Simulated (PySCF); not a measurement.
Gas-phase reaction: 2 Br2 + 2 SnF2 ⇌ SnBr4 + SnF4

Computed with PySCF and rigid-rotor harmonic-oscillator thermochemistry at 1 bar. † marks an energy on the PBE0/def2-TZVP geometry and frequencies; other levels use their own. MP2 freezes the core. All species are closed-shell singlets. B3LYP is the form with VWN-RPA correlation. Sn: scalar-relativistic def2 core potential, no spin-orbit coupling. Br: all electrons, no relativistic terms. MP2 isn't extrapolated to the basis-set limit; its ΔH°(298 K) is -514.4 kJ in def2-SVP and -452.2 kJ in def2-TZVPP. The harmonic model lacks anharmonicity and excited electronic states, which grow with temperature; levels with a mode under 35 cm⁻¹ are left out. Soft modes under 120 cm⁻¹ make the harmonic entropy rough for SnBr4.

```
level               ΔE electronic, kJ  ΔH°(298 K), kJ  ΔS°(298 K), J/K  ΔG°(2500 K), kJ
------------------  -----------------  --------------  ---------------  ---------------
B3LYP/def2-TZVP†                 -333            -323             -315              394
BLYP/def2-TZVP†                  -274            -264             -315              453
HF/def2-TZVP†                    -464            -454             -315              263
MP2/def2-SVP†                    -524            -514             -315              203
PBE/def2-SVP                     -367            -358             -310              344
PBE0/def2-QZVP†                  -406            -396             -315              321
PBE0/def2-TZVP                   -409            -400             -315              317
ωB97X-V/def2-TZVP†               -436            -426             -315              291
```
ΔH° is lowest at MP2/def2-SVP† and highest at BLYP/def2-TZVP†. No reference value is set beside these.
